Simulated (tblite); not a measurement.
Run record: tight-binding relaxation, `CC#C[C@H]1[CH]C(=S)S1` [radical].

Computed with GFN2-xTB geometry optimisation, gas phase (tblite 0.8.0). Start geometry: from a force field or distance geometry. The command runs a driver script over a list of jobs; the input below is this job's line of settings and its coordinates in Å.

Command:
```bash
OMP_NUM_THREADS=1 python probes_run.py task.json out
```

Input:
```
{"job": {"kind": "relax", "xc": "GFN2-xTB", "basis": "xTB"}, "charge": 0, "multiplicity": 2}
C     -2.796800     0.471300     1.017400
C     -1.476400    -0.024100     0.678000
C     -0.363700    -0.442300     0.427400
C      0.943200    -0.928100     0.096500
C      1.688600    -0.053300    -0.775700
C      2.750400     0.293200     0.123800
S      4.102500     1.213600    -0.039100
S      2.130300    -0.589900     1.446100
H     -3.507300    -0.354800     1.144400
H     -2.789100     1.046700     1.954200
H     -3.185200     1.125300     0.223700
H      0.948100    -1.979100    -0.235100
H      1.551000     0.221900    -1.801300
```

Give the output.

```
step      E/eV     max force
  0    -591.52069    3.233
  1    -591.70169    4.356
  2    -591.66015    4.123
  3    -591.78945    0.941
  4    -591.79906    0.409
  5    -591.80501    0.304
  6    -591.81371    0.179
  7    -591.81534    0.116
  8    -591.81682    0.063
  9    -591.81728    0.063
... (17 lines left out)
 27    -591.81987    0.015
 28    -591.81989    0.014
 29    -591.81991    0.013
 30    -591.81993    0.014
 31    -591.81996    0.016
 32    -591.81999    0.015
 33    -591.82002    0.016
 34    -591.82005    0.013
 35    -591.82007    0.011
 36    -591.82009    0.010
```

«max force» is the largest atomic force in eV/Å.

From which step on does the largest force stay under 0.1 eV/Å, and how much energy is left to gain from there?

From step 8 (0.063 eV/Å), 3.3 meV above the end.

Summary of the converged run: energy lowered by 6.9 kcal/mol over 36 steps; largest atomic force 0.010 eV/Å at the end.

Give the final coordinates.

0.049 Å rms from the input after alignment:
```
atom  x, y, z in Å
C1    -2.8063    0.4723    1.0080
C2    -1.4908   -0.0244    0.6859
C3    -0.4113   -0.4707    0.4065
C4     0.9136   -0.9307    0.1103
C5     1.7322   -0.0335   -0.7664
C6     2.7489    0.2926    0.0765
S7     4.1224    1.2371   -0.0815
S8     2.1658   -0.6486    1.4891
H9    -3.5010   -0.3579    1.1307
H10   -2.7636    1.0417    1.9360
H11   -3.1648    1.1225    0.2105
H12    0.9224   -1.9861   -0.1738
H13    1.5281    0.2862   -1.7717
```

Time: 0.27 s. Hardware: Arm Neoverse V1, one thread, shared host.
Labels such as C1 count atoms from 1, the log's own numbers from 0.
